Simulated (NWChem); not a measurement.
The numbers come from NWChem runs, not from measurements. System: selenophene (C₄H₄Se), charge 0, spin multiplicity 1, at a geometry optimised with PBE/def2-SVP. Level: RHF/def2-TZVP.

Part of the output:

```
             Northwest Computational Chemistry Package (NWChem) 7.3.0
             --------------------------------------------------------

                                NWChem Input Module
                                -------------------

 Scaling coordinates for geometry "geometry" by  1.889725989
 (inverse scale =  0.529177249)

 Turning off AUTOSYM since
 SYMMETRY directive was detected!

                             Geometry "geometry" -> ""
                             -------------------------

 Output coordinates in angstroms (scale by  1.889725989 to convert to a.u.)

  No.       Tag          Charge          X              Y              Z
 ---- ---------------- ---------- -------------- -------------- --------------
    1 C                    6.0000    -0.71713200     0.00000000     1.68779900
    2 C                    6.0000     0.71713200     0.00000000     1.68779900
    3 C                    6.0000     1.29486400     0.00000000     0.43674500
    4 Se                  34.0000     0.00000000     0.00000000    -0.91454500
    5 C                    6.0000    -1.29486400     0.00000000     0.43674500
    6 H                    1.0000    -1.31498000     0.00000000     2.61142800
    7 H                    1.0000     1.31498000     0.00000000     2.61142800
    8 H                    1.0000     2.36370300     0.00000000     0.18857000
    9 H                    1.0000    -2.36370300     0.00000000     0.18857000

 Effective nuclear repulsion energy (a.u.)     309.6560364192

            Nuclear Dipole moment (a.u.)
            ----------------------------
        X                 Y               Z
 ---------------- ---------------- ----------------
     0.0000000000     0.0000000000    -0.0000113384

      Symmetry information
      --------------------

 Group name             C2v
 Group number             16
 Group order               4
 No. of unique centers     5

      Symmetry unique atoms

     1    3    4    6    8


 Summary of "ao basis" -> "" (spherical)
 ------------------------------------------------------------------------------
       Tag                 Description            Shells   Functions and Types
 ---------------- ------------------------------  ------  ---------------------
 *                         def2-tzvp                  on all atoms

 Summary of "ao basis" -> "ao basis" (spherical)
 ------------------------------------------------------------------------------
       Tag                 Description            Shells   Functions and Types
 ---------------- ------------------------------  ------  ---------------------
 C                         def2-tzvp                11       31   5s3p2d1f
 Se                        def2-tzvp                16       48   6s5p4d1f
 H                         def2-tzvp                 4        6   3s1p

                                 NWChem SCF Module
                                 -----------------

  ao basis        = "ao basis"
  functions       =   196
  atoms           =     9
  closed shells   =    31
  open shells     =     0
  charge          =   0.00
  wavefunction    = RHF
  use symmetry    = T
  symmetry adapt  = T

 Summary of "ao basis" -> "ao basis" (spherical)
 ------------------------------------------------------------------------------
       Tag                 Description            Shells   Functions and Types
 ---------------- ------------------------------  ------  ---------------------
 C                         def2-tzvp                11       31   5s3p2d1f
 Se                        def2-tzvp                16       48   6s5p4d1f
 H                         def2-tzvp                 4        6   3s1p

      Symmetry analysis of basis
      --------------------------

        a1         73
        a2         27
        b1         63
        b2         33

 Forming initial guess at       0.2s

      Superposition of Atomic Density Guess
      -------------------------------------

 Sum of atomic energies:       -2552.49107617

      Non-variational initial energy
      ------------------------------

 Total energy =   -2555.439126
 1-e energy   =   -4163.570885
 2-e energy   =    1298.475722
 HOMO         =      -0.259072
[...]
  Numbering of irreducible representations:

     1 a1          2 a2          3 b1          4 b2

  Orbital symmetries:

     1 a1          2 a1          3 b1          4 a1          5 b2
     6 b1          7 a1          8 a1          9 b1         10 a1
    11 b1         12 a1         13 b2         14 b1         15 a1
    16 a2         17 a1         18 b2         19 a1         20 b1
    21 a1         22 a1         23 b1         24 a1         25 b1
    26 a1         27 b2         28 b1         29 a1         30 b2
    31 a2         32 b2         33 b1         34 a1         35 a1
    36 b1         37 a1         38 a2         39 b1         40 a1
    41 b1

             Final eigenvalues
             -----------------

              1
    1 -460.8473
    2  -60.6505
    3  -54.2514
    4  -54.2507
    5  -54.2505
    6  -11.2671
    7  -11.2671
    8  -11.2455
    9  -11.2445
   10   -8.9158
   11   -6.6499
   12   -6.6471
   13   -6.6447
   14   -2.6394
   15   -2.6380
   16   -2.6346
   17   -2.6307
   18   -2.6306
   19   -1.1366
   20   -0.9743
   21   -0.9470
   22   -0.7615
   23   -0.7315
   24   -0.6830
   25   -0.5719
   26   -0.5512
   27   -0.4984
   28   -0.4922
   29   -0.4492
   30   -0.3300
   31   -0.3256
   32    0.1007
   33    0.1302
   34    0.1594
   35    0.1871
   36    0.1879
   37    0.1909
   38    0.1922
   39    0.2167
   40    0.2513
   41    0.3025

                       ROHF Final Molecular Orbital Analysis
                       -------------------------------------

 Vector   29  Occ=2.000000D+00  E=-4.492045D-01  Symmetry=a1
              MO Center=  3.4D-13,  3.1D-15, -4.9D-01, r^2= 3.1D+00
   Bfn.  Coefficient  Atom+Function         Bfn.  Coefficient  Atom+Function
  ----- ------------  ---------------      ----- ------------  ---------------
   111      0.408610  4 Se pz               105     -0.265478  4 Se pz
   108      0.223296  4 Se pz               114      0.224261  4 Se pz
    99     -0.205848  4 Se s                 98     -0.191540  4 Se s

 Vector   30  Occ=2.000000D+00  E=-3.299571D-01  Symmetry=b2
              MO Center= -1.0D-14, -1.5D-14, -4.1D-02, r^2= 3.3D+00
   Bfn.  Coefficient  Atom+Function         Bfn.  Coefficient  Atom+Function
  ----- ------------  ---------------      ----- ------------  ---------------
   110      0.438543  4 Se py               113      0.309075  4 Se py
   104     -0.268424  4 Se py               107      0.232488  4 Se py
     7     -0.160839  1 C  py                38     -0.160839  2 C  py
    10     -0.158198  1 C  py                41     -0.158198  2 C  py

 Vector   31  Occ=2.000000D+00  E=-3.256219D-01  Symmetry=a2
              MO Center=  1.2D-14,  3.3D-14,  7.8D-01, r^2= 2.9D+00
   Bfn.  Coefficient  Atom+Function         Bfn.  Coefficient  Atom+Function
  ----- ------------  ---------------      ----- ------------  ---------------
    72      0.239951  3 C  py               151     -0.239951  5 C  py
    69      0.234324  3 C  py               148     -0.234324  5 C  py
    75      0.179434  3 C  py               154     -0.179434  5 C  py
     7     -0.150301  1 C  py                10     -0.150500  1 C  py
    38      0.150301  2 C  py                41      0.150500  2 C  py

 Vector   32  Occ=0.000000D+00  E= 1.007281D-01  Symmetry=b2
              MO Center= -4.9D-14,  1.8D-14,  5.4D-01, r^2= 4.4D+00
   Bfn.  Coefficient  Atom+Function         Bfn.  Coefficient  Atom+Function
  ----- ------------  ---------------      ----- ------------  ---------------
    75      0.582722  3 C  py               154      0.582722  5 C  py
   113     -0.531241  4 Se py                13     -0.351747  1 C  py
    44     -0.351747  2 C  py                69      0.215686  3 C  py
   148      0.215686  5 C  py                72      0.197798  3 C  py
   151      0.197798  5 C  py               110     -0.161541  4 Se py

 Vector   33  Occ=0.000000D+00  E= 1.301764D-01  Symmetry=b1
              MO Center=  4.8D-14,  3.6D-15, -1.0D+00, r^2= 5.6D+00
   Bfn.  Coefficient  Atom+Function         Bfn.  Coefficient  Atom+Function
  ----- ------------  ---------------      ----- ------------  ---------------
    67      2.634508  3 C  s                146     -2.634508  5 C  s
   112     -1.840665  4 Se px                 5      1.420204  1 C  s
    36     -1.420204  2 C  s                187     -1.044339  8 H  s
   193      1.044339  9 H  s                 14     -0.756218  1 C  pz
    45      0.756218  2 C  pz                76     -0.520224  3 C  pz

 Vector   34  Occ=0.000000D+00  E= 1.593883D-01  Symmetry=a1
              MO Center= -6.5D-15, -1.6D-16,  1.7D+00, r^2= 1.1D+01
   Bfn.  Coefficient  Atom+Function         Bfn.  Coefficient  Atom+Function
  ----- ------------  ---------------      ----- ------------  ---------------
   175      1.842162  6 H  s                181      1.842162  7 H  s
     5     -1.514609  1 C  s                 36     -1.514609  2 C  s
   187      1.454637  8 H  s                193      1.454637  9 H  s
    74     -0.679068  3 C  px               153      0.679068  5 C  px
   114     -0.657100  4 Se pz                99     -0.598273  4 Se s

------------------------------------------------------------
EAF file 0: "./mol.aoints.0" size=524288 bytes
------------------------------------------------------------
               write      read    awrite     aread      wait
               -----      ----    ------     -----      ----
     calls:        1        18         0         0         0
   data(b): 5.24e+05  9.44e+06  0.00e+00  0.00e+00
   time(s): 0.00e+00  0.00e+00  0.00e+00  0.00e+00  0.00e+00
rate(mb/s): 0.00e+00  0.00e+00
------------------------------------------------------------

 center of mass
 --------------
 x =   0.00000000 y =   0.00000000 z =  -0.22427796

 moments of inertia (a.u.)
 ------------------
         538.964903586280           0.000000000000           0.000000000000
           0.000000000000         779.404142671943           0.000000000000
           0.000000000000           0.000000000000         240.439239085663

  Mulliken analysis of the total density
  --------------------------------------

    Atom       Charge   Shell Charges
 -----------   ------   -------------------------------------------------------
    1 C    6     6.18   0.85  1.12  0.49  0.57  0.12  1.23  1.34  0.35  0.02  0.08  0.01
    2 C    6     6.18   0.85  1.12  0.49  0.57  0.12  1.23  1.34  0.35  0.02  0.08  0.01
    3 C    6     6.22   0.85  1.12  0.49  0.65  0.06  1.18  1.38  0.38  0.02  0.07  0.01
    4 Se  34    33.79   2.00  2.00  1.16  0.78  0.98  0.81  6.00  5.93  0.96  2.19  0.82  8.97  1.05  0.04  0.08  0.02
    5 C    6     6.22   0.85  1.12  0.49  0.65  0.06  1.18  1.38  0.38  0.02  0.07  0.01
    6 H    1     0.86   0.26  0.49  0.09  0.02
    7 H    1     0.86   0.26  0.49  0.09  0.02
    8 H    1     0.84   0.26  0.48  0.08  0.02
    9 H    1     0.84   0.26  0.48  0.08  0.02

       Multipole analysis of the density wrt the origin
       ------------------------------------------------

     L   x y z        total         open         nuclear
     -   - - -        -----         ----         -------
     0   0 0 0     -0.000000      0.000000     62.000000

     1   1 0 0      0.000000      0.000000      0.000000
     1   0 1 0     -0.000000      0.000000      0.000000
     1   0 0 1      0.280731      0.000000     -0.000011

     2   2 0 0    -27.167414      0.000000    146.142027
     2   1 1 0     -0.000000      0.000000      0.000000
     2   1 0 1      0.000000      0.000000      0.000000
     2   0 2 0    -35.040825      0.000000      0.000000
     2   0 1 1     -0.000000      0.000000      0.000000
     2   0 0 2    -29.353597      0.000000    280.758921

 Task  times  cpu:       22.5s     wall:       22.5s

 Total times  cpu:       22.6s     wall:       22.6s
```

Problem. Write an NWChem input that would produce this output.

Solution. One answer among several that fit: 
```
start mol
memory heap 200 mb stack 900 mb global 1100 mb
geometry units angstroms nocenter noautoz
  C     -0.717132     0.000000     1.687799
  C      0.717132     0.000000     1.687799
  C      1.294864     0.000000     0.436745
  Se     0.000000     0.000000    -0.914545
  C     -1.294864     0.000000     0.436745
  H     -1.314980     0.000000     2.611428
  H      1.314980     0.000000     2.611428
  H      2.363703     0.000000     0.188570
  H     -2.363703     0.000000     0.188570
  symmetry group C2v
end
basis spherical
  * library def2-tzvp
end
scf
  rhf
  nopen 0
  maxiter 100
  thresh 1e-7
  semidirect memsize 60000000 filesize 0
end
task scf energy
```
